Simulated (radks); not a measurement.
He II, configuration 1s1.

All-electron calculation, non-relativistic Kohn-Sham, r2SCAN, spin-polarised, spherical densities, point nucleus; open shells are filled with parallel spins first; meta-GGA in the generalised Kohn-Sham scheme; hard spherical wall at 10 bohr. Program: a radial shooting solver on a logarithmic mesh with Libxc functionals.

Energy parts (hartree):
total: -2.00016
kinetic: 2.00016
electron-nucleus: -3.99999
Hartree: 0.62296
exchange-correlation: -0.62329

Orbitals (lengths in bohr, moments of r in powers of bohr; r(max) is where P^2 peaks):
orbital,occ.,eigenvalue (hartree),r(max)
1s up,1,-1.58804,0.4968

The highest occupied level is 1s up at -43.213 eV. The electron density at the nucleus is 2.577 e/bohr^3. The spin density at the nucleus is 2.577 e/bohr^3 (1s 2.577), a Fermi contact field of 135 T.
